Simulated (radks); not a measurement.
Values are calculated unless marked as measured or tabulated.
All-electron atom: Ni I in [Ar] 3d8 4s2.

Code: a radial shooting solver on a logarithmic mesh with Libxc functionals. Model: Dirac Kohn-Sham, OLYP, spin-unpolarised, spherical densities, finite nucleus; open shells fill j = l - 1/2 first; Fermi nuclear charge, rms radius 3.7757 fm.

Energy parts (eV):
total: -41394.194
kinetic: 42064.958
electron-nucleus: -99458.971
Hartree: 17740.747
exchange-correlation: -1740.929

Orbitals (lengths in bohr, moments of r in powers of bohr; r(90%) holds 90 % of the orbital's charge):
| orbital | occ. | eigenvalue (eV) | <1/r> | r(90%) | <r^4> | <r> |
|---|---|---|---|---|---|---|
| 1s1/2 | 2 | -8208.891 | 28.09 | 0.0966 | 0.00003986 | 0.05410 |
| 2s1/2 | 2 | -982.5131 | 6.101 | 0.379 | 0.008705 | 0.2446 |
| 2p1/2 | 2 | -857.2230 | 6.051 | 0.349 | 0.006326 | 0.2130 |
| 2p3/2 | 4 | -839.7384 | 5.925 | 0.354 | 0.006652 | 0.2162 |
| 3s1/2 | 2 | -111.2306 | 1.924 | 1.11 | 0.6503 | 0.7396 |
| 3p1/2 | 2 | -73.0099 | 1.793 | 1.19 | 0.8720 | 0.7710 |
| 3p3/2 | 4 | -70.8043 | 1.763 | 1.21 | 0.9192 | 0.7810 |
| 3d3/2 | 4 | -9.0371 | 1.373 | 1.76 | 5.556 | 0.9974 |
| 3d5/2 | 4 | -8.7952 | 1.364 | 1.77 | 5.778 | 1.005 |
| 4s1/2 | 2 | -5.3103 | 0.4607 | 4.43 | 169.4 | 2.847 |
| 4p1/2 | 0 | -1.1528 | 0.2748 | 8.00 | 1743 | 4.852 |
| 4p3/2 | 0 | -1.1120 | 0.2694 | 8.13 | 1859 | 4.940 |

The highest occupied level is 4s1/2 at -5.310 eV. The electron density at the nucleus is 1.96e+04 e/bohr^3.
